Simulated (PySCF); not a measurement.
Field gradients at the hydrogen positions

C₃H₁₄FPSi₃.
Geometry (GFN2-xTB, Å), atoms numbered from 1 in this order:
```
atom  x, y, z in Å
C1    -1.4789    1.6852   -0.7021
Si2    0.0791    0.7186   -0.1457
P3     1.9426    2.0118   -0.1706
C4    -0.1569    0.0304    1.6170
Si5    1.2540   -1.0829    2.2383
C6     0.4335   -0.6840   -1.4004
Si7   -0.9657   -1.9269   -1.6379
F8    -1.5445   -2.3269   -0.1857
H9    -1.6600    2.5440   -0.0617
H10   -1.3726    2.0529   -1.7191
H11   -2.3604    1.0525   -0.6675
H12    1.4900    2.8371   -1.1837
H13    1.4839    2.8805    0.8032
H14   -0.2757    0.8639    2.3093
H15   -1.0885   -0.5313    1.6494
H16    2.5340   -0.3902    2.0637
H17    1.2641   -2.3424    1.4915
H18    1.0417   -1.3701    3.6613
H19    0.6828   -0.2429   -2.3649
H20    1.3311   -1.2054   -1.0678
H21   -0.5225   -3.1929   -2.2057
H22   -2.1215   -1.3618   -2.3218
```

Level: PBE0/pcSseg-1 (PySCF, non-relativistic); Q(2H) = 0.00286 b; rigid geometry, the same for H and D, with no vibrational averaging.

**Question.** Rank these positions by the coupling χzz of a deuteron there, largest first.
A. H10 (methyl hydrogen)
B. H12 (P–H hydrogen)
C. H18 (Si–H hydrogen)

**Answer.** A (218 kHz), B (146 kHz), C (108 kHz).

**Question.** What are Vzz, η and χzz (234.96 MHz × Q × Vzz) at all hydrogens?

**Answer.** 
```tsv
atom	bonded to	bond length (Å)	Vzz (au)	η	χzz (kHz)
H9	C1	1.086	0.3250	0.01	218
H10	C1	1.087	0.3248	0.01	218
H11	C1	1.086	0.3257	0.01	219
H12	P3	1.383	0.2177	0.07	146
H13	P3	1.383	0.2173	0.08	146
H14	C4	1.090	0.3215	0.01	216
H15	C4	1.088	0.3204	0.00	215
H16	Si5	1.466	0.1598	0.02	107
H17	Si5	1.464	0.1630	0.02	110
H18	Si5	1.467	0.1606	0.01	108
H19	C6	1.089	0.3229	0.01	217
H20	C6	1.090	0.3189	0.01	214
H21	Si7	1.457	0.1635	0.02	110
H22	Si7	1.457	0.1634	0.01	110
```

**Question.** Average by the element that carries the hydrogen.

**Answer.** on C: 217 kHz over 7 positions, mean bond length 1.088 Å; on P: 146 kHz over 2 positions, mean bond length 1.383 Å; on Si: 109 kHz over 5 positions, mean bond length 1.462 Å.

**Question.** A static deuteron (I = 1) shows a doublet split by (3/2)χ, (3/4)χ(1 + η) and (3/4)χ(1 − η) with the field along z, y and x of the gradient. What are these for H9?

**Answer.** With |χ| = 218.4 kHz and η = 0.013: 328, 166 and 162 kHz, to first order and without motion.

Isolated species at its GFN2-xTB geometry (one conformer only). GFN2-xTB bond lengths can be off by several hundredths of an ångström, more for odd bonds, and the gradients follow them. The small basis limits the accuracy of the gradients.
